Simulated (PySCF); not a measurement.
# Correlation energy of I⁺ (iodine, charge +1)

[Kr] 4d10 5s2 5p4, high-spin 3P determinant. Calculation: PySCF 2.14, in def2-SVP with the def2 core potential (28 electrons) (4s4p2d, 26 functions); a scalar-relativistic core potential. Frozen: 4s2 4p6 4d10; 6 electrons correlated.

MP2 pair energies summed by pair of shells (mhartree):

```
 pair  energy  share (%)
5p-5p  -29.81       48.9
5s-5p  -26.59       43.6
5s-5s   -4.55        7.5
```

Total MP2 correlation energy: -60.96 mhartree.

Same-spin part -15.25 and opposite-spin part -45.71 mhartree; SCS-MP2 scales them by 1/3 and 6/5 to -59.93 mhartree.

```
  level  correlation energy (mhartree)
   CCSD                         -74.52
    (T)                          -0.71
CCSD(T)                         -75.23
```

Diagnostics: T1 = 0.0063, D1 = 0.0204, largest double amplitude 0.055.

Q: Is a single reference adequate?

A: Yes, within this model without spin-orbit coupling: T1 lies below 0.03 and no double amplitude reaches 0.07.
